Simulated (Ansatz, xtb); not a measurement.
## AsH5InSi: 5 structures ranked

5 gas-phase structures of AsH5InSi, found in a search over its isomers (lower ones may exist). Each was relaxed with GFN2-xTB; where two conformers were screened, the lower at r2SCAN-D4/def2-SVP is listed:

A. a doublet given by its coordinates
B. `[SiH3][AsH2][In]`, a doublet
C. `[SiH3][InH][AsH]`, a doublet
D. a doublet given by its coordinates
E. `[SiH3][As][InH2]`, a doublet

A (Å):

```yaml
atoms:
  - { symbol: As, position_ang: [-0.0836, 1.0783, 4.2370] }
  - { symbol: In, position_ang: [-0.1967, -0.5199, 1.8972] }
  - { symbol: Si, position_ang: [-1.9761, 0.1314, -0.2585] }
  - { symbol: H, position_ang: [-3.2816, -0.5521, -0.1083] }
  - { symbol: H, position_ang: [-1.6014, -0.0416, -1.6758] }
  - { symbol: H, position_ang: [-2.2797, 1.5745, -0.1106] }
  - { symbol: H, position_ang: [1.4159, 1.0706, 3.9551] }
  - { symbol: H, position_ang: [0.0928, -0.2560, 4.9552] }
```

Close contacts (Å): As1–In2 2.84, In2–Si3 2.87, As1–H7 1.53, As1–H8 1.53, Si3–H4 1.48, Si3–H5 1.48, Si3–H6 1.48.

D (Å):

```
atom    x (Å)    y (Å)   z (Å)
  As   0.3036   0.0171  0.3566
  In   0.9170  -0.1929  3.2508
  Si  -1.9398   0.0815  0.9122
   H  -2.2185   0.3965  2.3243
   H  -2.5143  -1.2448  0.6219
   H  -2.6632   1.0536  0.0778
   H   0.4873   1.4899  0.6970
   H  -0.3119   0.9378  4.5514
```

Close contacts (Å): As1–In2 2.97, As1–Si3 2.31, As1–H7 1.52, In2–H8 2.12, Si3–H4 1.47, Si3–H5 1.47, Si3–H6 1.47.

Question: Which do you expect lowest at r2SCAN-D4/def2-SVP, and how would the others follow?

Answer: Calculated order at r2SCAN-D4/def2-SVP: A (0.000), B (0.187), E (0.244), D (0.324), C (0.339) eV. Less than 1 kcal/mol parts D and C, so the order within that pair means little.

Energies above the lowest of each column, in eV; the last columns are at PBE-D3(BJ)/def2-SVP geometries and were run for some of them only (a dash: not run or not comparable):

```json
{"structure": "A", "GFN2-xTB": "0.420", "HF/STO-3G": "1.272", "r2SCAN-D4/def2-SVP": "0.000", "PBE-D3(BJ)/def2-SVP": "0.000", "CCSD(T)/def2-SVP + ΔMP2/def2-TZVPP": "0.027"}
{"structure": "B", "GFN2-xTB": "0.859", "HF/STO-3G": "3.569", "r2SCAN-D4/def2-SVP": "0.187", "PBE-D3(BJ)/def2-SVP": "0.103", "CCSD(T)/def2-SVP + ΔMP2/def2-TZVPP": "0.000"}
{"structure": "E", "GFN2-xTB": "0.921", "HF/STO-3G": "0.000", "r2SCAN-D4/def2-SVP": "0.244", "PBE-D3(BJ)/def2-SVP": "0.466", "CCSD(T)/def2-SVP + ΔMP2/def2-TZVPP": "–"}
{"structure": "D", "GFN2-xTB": "0.000", "HF/STO-3G": "2.291", "r2SCAN-D4/def2-SVP": "0.324", "PBE-D3(BJ)/def2-SVP": "0.091", "CCSD(T)/def2-SVP + ΔMP2/def2-TZVPP": "0.054"}
{"structure": "C", "GFN2-xTB": "1.032", "HF/STO-3G": "0.169", "r2SCAN-D4/def2-SVP": "0.339", "PBE-D3(BJ)/def2-SVP": "–", "CCSD(T)/def2-SVP + ΔMP2/def2-TZVPP": "–"}
```

CCSD(T)/def2-SVP + ΔMP2/def2-TZVPP puts B lowest of those it was run on, with A within 1 kcal/mol; GFN2-xTB picks D, HF/STO-3G picks E. CCSD(T)/def2-SVP + ΔMP2/def2-TZVPP orders those it was run on as B (0.000), A (0.027), D (0.054) eV. Less than 1 kcal/mol parts B and A; A and D, so the order within those pairs means little. Some further structures that were screened fall inside this span and aren't listed. Flexible structures stand in one conformer each, not always the lowest. Frequencies (PBE-D3(BJ)/def2-SVP) were run for A, B, D alone. The ΔMP2 step shifts differences by up to 0.249 eV, which makes them less sure. Open shells are spin-unrestricted. Atoms past krypton carry core potentials in the def2 sets, without spin–orbit terms. ΔMP2 is the change of the MP2 energy from the smaller to the larger basis.

Over these structures GFN2-xTB departs from r2SCAN-D4/def2-SVP by 0.304 eV on average once a common shift is removed. A GFN2-xTB relaxation took about 0.079 s and the r2SCAN-D4/def2-SVP energy about 4.8 s on a shared host (Ansatz 0.2.0, xtb 6.7.1).
